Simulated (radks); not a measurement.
Values are calculated unless marked as measured or tabulated.
These are the eigenvalues of the occupied orbitals of an atom or ion with whole-number occupations (hartree). Level of theory: Dirac Kohn-Sham, BLYP, spin-unpolarised, spherical densities, point nucleus (a radial shooting solver on a logarithmic mesh with Libxc functionals).

1s1/2: -204.6841
2s1/2: -29.33176
2p1/2: -25.90888
2p3/2: -25.64376
3s1/2: -8.54933
3p1/2: -7.54760
5f5/2: -1.60857

Which element is it, and in what charge state? The configuration may be excited. Open shells, if any, fill j = l - 1/2 first.

Answer. Z = 23, vanadium, charge +8: V8+ in [Ne] 3s2 3p2 5f1. The list shows which subshells hold electrons but not how many an open one holds; the 1s level, -204.68 hartree, gives Z - s = 20.2 by -(Z - s)^2/2, which with screening and relativity narrows Z to a few neighbours, and the depths of the outer levels then fix element, charge and occupations together.
